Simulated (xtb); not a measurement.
xtb input (GFN2-xTB):

```bash
xtb mol.xyz --gfn 2 --ohess tight --chrg -1 --uhf 0
```
mol.xyz:
```
15

Si    -0.75049965    -0.06392706    -0.60935262
C     -1.74815101     1.50458072    -0.97234439
C     -1.40843406    -0.92765880     0.98324426
N      0.85935640     0.51759148    -0.23935822
Si     2.27897836    -0.41213540     0.24387568
H     -0.70070880    -0.96542756    -1.70082728
H     -1.33172748     2.05977838    -1.85135565
H     -1.79571813     2.19717783    -0.16130941
H     -2.40538722    -1.36305145     0.80585515
H     -0.77045993    -1.75702391     1.25492539
H     -1.45577005    -0.29012123     1.79478432
H      1.06198087     1.43881527    -0.54934046
H      2.80657820    -1.14876112    -0.93304269
H      3.25347435     0.61698076     0.64440124
H      1.96069031    -1.31878932     1.28775001
```

End of the output:

```
       8    261.52    -0.49243 ( 99.87%)    -0.56635 (  0.13%)    -0.49252
       9    277.06    -0.46265 ( 99.89%)    -0.54925 (  0.11%)    -0.46274
   ------------------------------------------------------------------------
Note: The following floating-point exceptions are signalling: IEEE_UNDERFLOW_FLAG IEEE_DENORMAL
normal termination of xtb

   temp. (K)  partition function   enthalpy   heat capacity  entropy
                                   cal/mol     cal/K/mol   cal/K/mol   J/K/mol
 298.15  VIB  0.441E+04             4641.153     27.478     29.552
         ROT  0.249E+06              888.752      2.981     27.673
         INT  0.110E+10             5529.905     30.459     57.225
         TR   0.103E+28             1481.254      4.968     39.825
         TOT                        7011.1591    35.4274    97.0501   406.0578

       T/K    H(0)-H(T)+PV         H(T)/Eh          T*S/Eh         G(T)/Eh
   ------------------------------------------------------------------------
    298.15    0.111730E-01    0.116416E+00    0.461117E-01    0.703048E-01
   ------------------------------------------------------------------------

         :::::::::::::::::::::::::::::::::::::::::::::::::::::
         ::                  THERMODYNAMIC                  ::
         :::::::::::::::::::::::::::::::::::::::::::::::::::::
         :: total free energy         -15.852960958535 Eh   ::
         ::.................................................::
         :: total energy              -15.923265725251 Eh   ::
         :: zero point energy           0.105243431344 Eh   ::
         :: G(RRHO) w/o ZPVE           -0.034938664628 Eh   ::
         :: G(RRHO) contrib.            0.070304766716 Eh   ::
         :::::::::::::::::::::::::::::::::::::::::::::::::::::

optimized geometry written to: xtbopt.xyz

           -------------------------------------------------
          | TOTAL ENERGY              -15.923265725251 Eh   |
          | TOTAL ENTHALPY            -15.806849300705 Eh   |
          | TOTAL FREE ENERGY         -15.852960958535 Eh   |
          | GRADIENT NORM               0.000076432368 Eh/α |
          | HOMO-LUMO GAP               2.631240517627 eV   |
           -------------------------------------------------

------------------------------------------------------------------------
------------------------------------------------------------------------
 total:
 SCF:
 ANC optimizer:
 analytical hessian:
```

It need not be the lowest isomer of its formula. Whether it binds its extra electron was not tested at this geometry.
